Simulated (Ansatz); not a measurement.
A structure relaxed at PBE0-D4/def2-SVP in Ansatz, charge 0, doublet:

```xyz
6

Mo    2.2097    0.9657   -1.0595
Mo    0.1019    1.2507   -1.7365
Mo    0.0240   -0.3743   -0.1567
N    -2.5066   -0.8175    1.7232
N    -1.6273   -0.6922    1.0261
N     1.7983   -0.3325    0.2034
```

(1) Give its formula.

(2) Summarise the bond lengths by kind (pairs closer than 1.2 times the sum of covalent radii, bridged metal pairs left out).

Results:

(1) the cluster Mo₃N₃.

(2) 3 × Mo–N 1.81 to 2.06 Å; 2 × Mo–Mo 2.23 to 2.27 Å; 1 × N–N 1.13 Å.

In the def2 sets Mo takes a core potential; there is no spin–orbit coupling. The charge 0 doublet is spin-contaminated (final ⟨S²⟩ up to 2.36, 0.75 for a pure state). The relaxation made no stability test and no search for a lower SCF solution. No other spin state of charge 0 was run. Another isomer (doublet) lies 0.12 eV lower at PBE0-D4/def2-TZVP; other spin states weren't run for this one.
